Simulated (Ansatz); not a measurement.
Mulliken charges of `[OH][SbH][Br]` from PBE/def2-TZVPP in Ansatz (PBE0-D4/def2-TZVP geometry).

```json
{"atom": "O1", "x (Å)": "-1.172", "y (Å)": "0.459", "z (Å)": "-0.218", "charge (e)": "-0.458"}
{"atom": "Sb2", "x (Å)": "0.750", "y (Å)": "0.231", "z (Å)": "-0.502", "charge (e)": "0.676"}
{"atom": "Br3", "x (Å)": "1.086", "y (Å)": "-1.962", "z (Å)": "0.693", "charge (e)": "-0.320"}
{"atom": "H4", "x (Å)": "-1.685", "y (Å)": "0.040", "z (Å)": "-0.914", "charge (e)": "0.183"}
{"atom": "H5", "x (Å)": "1.072", "y (Å)": "1.159", "z (Å)": "0.900", "charge (e)": "-0.081"}
```

Question: By hand: the dipole of these point charges (1 e Å = 4.8032 D).

Answer: Σ q r = (0.301, 0.487, -0.701) e Å, of length 0.905 e Å = 4.35 D.

Question: How does the dipole of the full density compare? (An estimate is asked.)

Answer: The calculation gave: (0.024, 0.264, -0.474) e Å, 2.61 D; the point charges give 1.67 times that, at 18° from its direction.

Point charges leave out the atoms' own dipoles, such as those of lone pairs, and Mulliken's split depends on the basis, so the two needn't agree.
